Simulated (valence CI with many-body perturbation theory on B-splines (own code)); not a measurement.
The numbers below are computed, except where a source is named.
## Tm63+ in three bases

Level of theory: configuration interaction combined with many-body perturbation theory (CI+MBPT): four valence electrons over a frozen Dirac-Fock core [He], radial functions for each j: 9 s, 9 p, 8 d, 6 f, 3 g, 1 h, with the one-electron correlation potential Σ1, the two-electron term Σ2, the three-electron term Σ3, Breit, model QED; selected CI, second order for the rest, scaled by the run's own slope (own B-spline code, finite nucleus).

The last digits are not significant, and no measured levels were compared; by estimate large intervals hold to a few tenths of a per cent, small ones and those within an open d or f shell to about a per cent.

The reference run has the lowest level (2s^2 2p1/2^2) J=0 and an ionisation energy of 15664.6 eV. Its largest variational space holds 20000 state functions.

Levels are named by their leading jj configuration (3d3/2^4 stands for four electrons in 3d with j = 3/2), which in mixed levels can hold well under half, so a name can repeat and another be missing. Letters in brackets count levels of one name in rising energy.

Changed runs:
A. basis 6 s, 6 p, 5 d, 3 f, 1 g
B. basis 5 s, 5 p, 4 d, 2 f

Excitation energies of the reference run in cm⁻¹, and shifts in cm⁻¹:

```tsv
Level	Reference	A	B
(2s^2 2p1/2 2p3/2) J=1	8237440	+55	-167
(2s^2 2p1/2 2p3/2) J=2	8382390	+204	+210
(2s 2p1/2^2 2p3/2) J=2	10413600	-30	-332
(2s 2p1/2^2 2p3/2) J=1	11064200	+62	+106
(2s^2 2p3/2^2) J=2	16783500	+178	-11
(2s^2 2p3/2^2) J=0	17242900	+140	+184
(2s 2p1/2 2p3/2^2) J=2 [a]	18439900	-74	-676
(2s 2p1/2 2p3/2^2) J=3	18785300	+212	-15
(2s 2p1/2 2p3/2^2) J=0	19232900	-34	-180
(2s 2p1/2 2p3/2^2) J=1 [a]	19400800	+125	-17
(2s 2p1/2 2p3/2^2) J=2 [b]	19479100	+258	+348
(2s 2p1/2 2p3/2^2) J=1 [b]	19510300	+129	+130
Ionisation energy (eV)	15664.6	+0.01	-0.076
```
